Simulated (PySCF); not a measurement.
## Potassium: a sound run and one with changed settings

Sound run: K⁺ [Ar], K²⁺ [Ne] 3s2 3p5. Calculation: PySCF 2.14, in Sapporo-DKH3-DZP-2012 (6s5p1d, 26 functions); the spin-free X2C one-electron Hamiltonian (Gaussian nucleus). The sound run starts from symmetry-adapted Hartree-Fock orbitals and uses a fine grid where one is needed.

A second run was set up differently.

| species | method | sound run (hartree) | changed run (hartree) | converged |
| --- | --- | --- | --- | --- |
| K⁺ | UHF | -601.29717 | -601.29717 | yes |
| K⁺ | B3LYP | -602.06886 | -602.06886 | yes |
| K⁺ | r2SCAN | -602.01839 | -602.01839 | yes |
| K²⁺ | UHF | -600.17714 | -600.17714 | yes |
| K²⁺ | B3LYP | -600.90419 | -600.90400 | yes |
| K²⁺ | r2SCAN | -600.85270 | -600.85447 | yes |

Ionisation energy of K⁺:

```json
{"method": "UHF", "sound run (eV)": "30.477", "changed run (eV)": "30.477"}
{"method": "B3LYP", "sound run (eV)": "31.692", "changed run (eV)": "31.698"}
{"method": "r2SCAN", "sound run (eV)": "31.720", "changed run (eV)": "31.672"}
```

Problem. What was changed?
A. level shift left on
B. a valence shell is frozen
C. minimal basis
D. angular grid far too coarse

Solution. D. It used 26 angular points. A coarse angular grid integrates products of high-l functions wrongly, so density functionals can shift, and the SCF can exploit the error; Hartree-Fock and MP2 need no grid.
